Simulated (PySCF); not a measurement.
Cl4Hf, triplet, geometry from GFN2-xTB (such geometries of metal compounds can be far from the true shape) (the multiplicity is a formal guess) (core potentials on Hf); DF-HF/def2-SVP (PySCF).

The PySCF input:
```python
from pyscf import gto, scf

mol = gto.M(
    atom='''
Hf   -0.000000    0.000000   -0.000000
Cl    2.048759    0.843790   -0.624674
Cl    0.974361   -0.754255    1.944565
Cl   -0.974361    0.754255   -1.944565
Cl   -2.048759   -0.843790    0.624674
''',
    basis='def2-svp',
    ecp={'Hf': 'def2-svp'},
    charge=0,
    spin=2,
    verbose=4,
)

mf = scf.UHF(mol)
mf = mf.density_fit(auxbasis='def2-universal-jkfit')
mf.kernel()
```

It wrote (shortened):

```
PySCF version 2.14.0

[INPUT] verbose = 4
[INPUT] num. atoms = 5
[INPUT] num. electrons = 80
[INPUT] charge = 0
[INPUT] spin (= nelec alpha-beta = 2S) = 2
[INPUT] symmetry False subgroup None
[INPUT] Mole.unit = angstrom
[INPUT] Symbol           X                Y                Z      unit          X                Y                Z       unit  Magmom
[INPUT]  1 Hf     0.000000000000   0.000000000000   0.000000000000 AA    0.000000000000   0.000000000000   0.000000000000 Bohr   0.0
[INPUT]  2 Cl     2.048759000000   0.843790000000  -0.624674000000 AA    3.871593405238   1.594532006647  -1.180462777137 Bohr   0.0
[INPUT]  3 Cl     0.974361000000  -0.754255000000   1.944565000000 AA    1.841275436457  -1.425335378084   3.674695281415 Bohr   0.0
[INPUT]  4 Cl    -0.974361000000   0.754255000000  -1.944565000000 AA   -1.841275436457   1.425335378084  -3.674695281415 Bohr   0.0
[INPUT]  5 Cl    -2.048759000000  -0.843790000000   0.624674000000 AA   -3.871593405238  -1.594532006647   1.180462777137 Bohr   0.0

nuclear repulsion = 441.955180655117
number of shells = 44
number of NR pGTOs = 201
number of NR cGTOs = 104
basis = def2-svp
ecp = {'Hf': 'def2-svp'}

******** <class 'pyscf.df.df_jk.DFUHF'> ********
method = DFUHF
initial guess = minao
damping factor = 0
level_shift factor = 0
DIIS = <class 'pyscf.scf.diis.CDIIS'>
diis_start_cycle = 1
diis_space = 8
diis_damp = 0
SCF conv_tol = 1e-09
SCF conv_tol_grad = None
SCF max_cycles = 50
direct_scf = False
number electrons alpha = 41  beta = 39
Set gradient conv threshold to 3.16228e-05
******** <class 'pyscf.df.df.DF'> ********
auxbasis = def2-universal-jkfit
init E= -1872.46986482166

cycle= 1 E= -1884.9711656133  delta_E= -12.5  |g|= 0.351  |ddm|= 5.33
cycle= 2 E= -1885.0025795467  delta_E= -0.0314  |g|= 0.0655  |ddm|= 0.445
cycle= 3 E= -1885.00707800537  delta_E= -0.0045  |g|= 0.0346  |ddm|= 0.179
cycle= 4 E= -1885.00818416671  delta_E= -0.00111  |g|= 0.0126  |ddm|= 0.0649
cycle= 5 E= -1885.00855807978  delta_E= -0.000374  |g|= 0.00391  |ddm|= 0.0625
cycle= 6 E= -1885.00858895196  delta_E= -3.09e-05  |g|= 0.00117  |ddm|= 0.0163
cycle= 7 E= -1885.00859283521  delta_E= -3.88e-06  |g|= 0.000365  |ddm|= 0.00571
cycle= 8 E= -1885.00859343513  delta_E= -6e-07  |g|= 0.000206  |ddm|= 0.00193
cycle= 9 E= -1885.00859371606  delta_E= -2.81e-07  |g|= 0.000111  |ddm|= 0.00149
cycle= 10 E= -1885.00859382383  delta_E= -1.08e-07  |g|= 3.63e-05  |ddm|= 0.00132
cycle= 11 E= -1885.00859383144  delta_E= -7.61e-09  |g|= 1.43e-05  |ddm|= 0.00032
cycle= 12 E= -1885.00859383232  delta_E= -8.8e-10  |g|= 3.39e-06  |ddm|= 0.000117
Extra cycle  E= -1885.00859383234  delta_E= -2.23e-11  |g|= 1.88e-06  |ddm|= 6.62e-06
converged SCF energy = -1885.00859383234  <S^2> = 2.0260811  2S+1 = 3.0173373
```
